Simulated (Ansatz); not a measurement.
Reaction (cleavage of the Ga–Si bond): `C[Si](C)(C)[Ga]([Cl])[Cl]` + HCl → `[Cl][Ga]([Cl])[Cl]` + `C[SiH](C)C`

Gas-phase electronic energies from Ansatz, PBE0-D4/def2-TZVP geometries. CCSD(T)/CBS is the MP2 limit (def2-TZVPP, def2-QZVPP) plus CCSD(T) − MP2 in def2-TZVPP, frozen cores. This one scheme is used for every species. DFT in def2-TZVPP. For Ga outer-core shells are correlated without core-valence functions, which leaves a few kJ/mol of doubt a bond. Scalar relativity is left out up to krypton. Each species was taken in one conformer, which may not be the lowest.

`C[Si](C)(C)[Ga]([Cl])[Cl]`:

Cartesian coordinates in Å:
```
C 1.207 -1.441 -0.279
Si -0.024 -0.072 0.068
C -1.780 -0.717 0.068
C 0.385 0.781 1.686
Ga 0.196 1.566 -1.688
Cl 2.071 2.513 -2.185
Cl -1.411 2.274 -2.940
H 0.984 -1.956 -1.217
H 2.226 -1.052 -0.340
H 1.175 -2.182 0.526
H -2.499 0.088 0.239
H -1.908 -1.460 0.861
H -2.030 -1.191 -0.883
H -0.318 1.588 1.907
H 0.336 0.060 2.507
H 1.392 1.204 1.669
```

HCl:

```xyz
2

Cl   -0.067   -0.633   -0.063
H     0.067    0.633    0.063
```

`[Cl][Ga]([Cl])[Cl]`:

Z-matrix (Å, degrees):
```
Ga
Cl 1 2.112
Cl 1 2.112 2 120.0
Cl 1 2.112 2 120.0 3 180.0
```

`C[SiH](C)C`:

```xyz
14

C     1.014   -0.788    1.232
Si    0.361    0.024   -0.325
C    -0.226    1.764    0.044
C    -1.034   -0.993   -1.054
H     1.378   -1.798    1.028
H     1.840   -0.214    1.659
H     0.230   -0.861    1.991
H     1.469    0.097   -1.325
H    -1.040    1.754    0.774
H    -0.593    2.257   -0.860
H     0.583    2.375    0.453
H    -0.701   -2.006   -1.291
H    -1.868   -1.070   -0.351
H    -1.412   -0.541   -1.974
```

Task: Is it downhill or uphill in electronic energy at CCSD(T)/CBS, and by how much? (Best estimate.)

Result: The calculation gave: Downhill: ΔE = -15.8 kcal/mol.

Task: What do these levels give: B97M-V, PBE0-D4, BLYP, HF/def2-SVP, CCSD(T)/def2-SVP, HF/def2-QZVPP? (Best estimate.)

Result: Computed: B97M-V -17.6, PBE0-D4 -14.4, BLYP -15.8, HF/def2-SVP -25.4, CCSD(T)/def2-SVP -20.5, HF/def2-QZVPP -25.2 kcal/mol.

Largest T1 diagnostic among the species: 0.011.

At CCSD(T), def2-SVP lies −4.7 kcal/mol from the extrapolated value and def2-TZVPP −1.0 kcal/mol. From r2SCAN to r2SCAN0 (25 % exact exchange), in def2-TZVPP and without D4, ΔE moves by −1.2 kcal/mol. Leaving LDA and LC-ωPBE aside and taking each functional with its dispersion term where it has one, the values, not all of them listed here, spread over 5.8 kcal/mol, from B2PLYP to PBE-D4. LDA lies +1.3 kcal/mol from PBE without D4.
